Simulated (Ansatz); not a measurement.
Relaxed structures of H2SeS2, singlet (PBE0-D4/def2-TZVP; forces vanish, vibrations not checked; lower isomers may exist, and structures with a doubtful reference or unclear bonds are left out; Å). Program: Ansatz 0.2.0. Basis: def2-TZVPP. Cores are frozen in the correlated methods. Filled d shells of the heavier atoms are correlated. The def2 sets are not built for correlating such inner shells, so the correlated values are less sure here.

**Question.** Rank them by CCSD(T) energy, lowest first, and give each one's height above the lowest. Links in brackets join atoms within 1.22 times the sum of their covalent radii (1.1 for two metals). (An estimate is asked for; the value comes from the calculation.)
A.
H₂SeS₂ ([SH][S][SeH])
```
5
angstrom
S -1.4637 -0.4018 -0.7627
Se 1.6342 0.1009 0.6282
S -0.3957 0.9032 0.3894
H -1.9020 -1.2191 0.2143
H 2.1920 0.6792 -0.6071
```
B.
H₂SeS₂ ([S][SeH][SH])
```
5
angstrom
S -1.3850 -0.0634 -0.8755
Se -0.4840 0.6166 0.8585
S 1.7710 0.3162 0.7637
H -0.3519 2.0871 0.6280
H 1.8295 0.6409 -0.5397
```
C.
H₂SeS₂ ([SH][Se][SH])
```
5
angstrom
S -1.5011 -0.4415 -0.7901
Se -0.3697 0.9735 0.4389
S 1.6294 0.1036 0.6377
H -1.9184 -1.2481 0.2027
H 2.1597 0.6125 -0.4892
```

**Answer.** By the calculation: C (0.0 kJ/mol), A (25.3 kJ/mol), B (120.9 kJ/mol). Heights count from the lowest.

T1 diagnostic: at most 0.017.

For scale, one of the runs: CCSD(T)/def2-TZVPP, 160 basis functions, launched by `ansatz run in.yaml --threads 2 --pin off --events-out ev --progress --plain --max-ram 4352MiB`. The run took 39 s on 2 CPU threads of an Arm Neoverse V1 (shared host), with 1.1 GiB of host memory at its peak.
